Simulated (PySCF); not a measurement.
**Solvent effects on NMR parameters**

Molfile (atoms numbered from 1):
```
C5H15NSi2
     RDKit          3D

 23 23  0  0  0  0  0  0  0  0999 V2000
    2.8362   -0.0893   -0.7497 C   0  0  0  0  0  0  0  0  0  0  0  0
    1.3642   -0.4483   -0.6380 C   0  0  0  0  0  0  0  0  0  0  0  0
    0.5850    0.5122    0.2547 C   0  0  0  0  0  0  0  0  0  0  0  0
   -0.8289    0.1936    0.3662 N   0  0  0  0  0  0  0  0  0  0  0  0
   -1.4788   -0.9443    1.5251 Si  0  0  0  0  0  4  0  0  0  0  0  0
   -3.3244   -0.6048    1.2971 C   0  0  0  0  0  0  0  0  0  0  0  0
   -3.5383   -0.1734   -0.1680 C   0  0  0  0  0  0  0  0  0  0  0  0
   -2.0481    0.8668   -0.6926 Si  0  0  0  0  0  4  0  0  0  0  0  0
    2.9722    0.9189   -1.1735 H   0  0  0  0  0  0  0  0  0  0  0  0
    3.3284   -0.0994    0.2365 H   0  0  0  0  0  0  0  0  0  0  0  0
    3.3774   -0.7959   -1.3970 H   0  0  0  0  0  0  0  0  0  0  0  0
    0.8953   -0.4591   -1.6371 H   0  0  0  0  0  0  0  0  0  0  0  0
    1.2505   -1.4719   -0.2403 H   0  0  0  0  0  0  0  0  0  0  0  0
    1.0468    0.5267    1.2601 H   0  0  0  0  0  0  0  0  0  0  0  0
    0.7062    1.5418   -0.1322 H   0  0  0  0  0  0  0  0  0  0  0  0
   -1.1218   -2.3734    1.2301 H   0  0  0  0  0  0  0  0  0  0  0  0
   -0.9743   -0.6503    2.9055 H   0  0  0  0  0  0  0  0  0  0  0  0
   -3.5900    0.2194    1.9814 H   0  0  0  0  0  0  0  0  0  0  0  0
   -3.9599   -1.4609    1.5759 H   0  0  0  0  0  0  0  0  0  0  0  0
   -3.5607   -1.0593   -0.8261 H   0  0  0  0  0  0  0  0  0  0  0  0
   -4.4987    0.3468   -0.3151 H   0  0  0  0  0  0  0  0  0  0  0  0
   -2.2325    2.3392   -0.4633 H   0  0  0  0  0  0  0  0  0  0  0  0
   -1.7112    0.7005   -2.1443 H   0  0  0  0  0  0  0  0  0  0  0  0
  1  2  1  0
  2  3  1  0
  3  4  1  0
  4  5  1  0
  5  6  1  0
  6  7  1  0
  7  8  1  0
  8  4  1  0
  1  9  1  0
  1 10  1  0
  1 11  1  0
  2 12  1  0
  2 13  1  0
  3 14  1  0
  3 15  1  0
  5 16  1  0
  5 17  1  0
  6 18  1  0
  6 19  1  0
  7 20  1  0
  7 21  1  0
  8 22  1  0
  8 23  1  0
M  END
```

GIAO PBE0/pcSseg-1 in PySCF on one PBE0-D3(BJ)/def2-SVP conformer, non-relativistic, equivalent nuclei averaged. Solvents enter as an IEF-PCM continuum (chloroform with ε = 4.7, tetrahydrofuran with ε = 7.4) around the gas-phase geometry. Shifts are referred to TMS computed in the same medium.

Gas phase, δ in ppm: C3 49.8, C2 27.8, C1 12.8, C6/C7 7.4, Si5/Si8 -17.6, H16/H17/H22/H23 4.81, H14/H15 2.76, H12/H13 1.52, H18/H19/H20/H21 1.08, H9/H10/H11 0.91. Dipole moment 0.18 D.

Q: How does each δ change in the continuum?

A: 
| atoms | environment | Δδ, chloroform | Δδ, tetrahydrofuran |
| --- | --- | --- | --- |
| C3 | sp3 CH2 bonded to N | +0.2 | +0.3 |
| C2 | sp3 CH2 | +0.6 | +0.7 |
| C1 | methyl carbon | +0.2 | +0.2 |
| C6/C7 | sp3 CH2 bonded to Si | +0.5 | +0.6 |
| Si5/Si8 | silicon bonded to C, N, 2 H, in a 5-membered ring | +0.1 | +0.1 |
| H16/H17/H22/H23 | hydrogen on a silicon bonded to C, N, in a 5-membered ring | -0.08 | -0.09 |
| H14/H15 | hydrogen on an sp3 CH2 bonded to N | +0.04 | +0.05 |
| H12/H13 | hydrogen on an sp3 CH2 | -0.02 | -0.03 |
| H18/H19/H20/H21 | hydrogen on an sp3 CH2 bonded to Si | +0.06 | +0.07 |
| H9/H10/H11 | hydrogen on a methyl carbon | +0.01 | +0.01 |

Changes are relative to the gas phase. The dipole moment becomes 0.21 D in chloroform, 0.22 D in tetrahydrofuran.

Q: Which of the listed nuclei move most (in ppm), and what does the model miss? (N and O are left out, as their reference compounds move with the solvent too.)

A: C2 (sp3 CH2, +0.7 ppm) in tetrahydrofuran. A continuum only polarises the solute; specific hydrogen bonds, the anisotropy of aromatic solvents and changes of geometry or conformer are outside it.
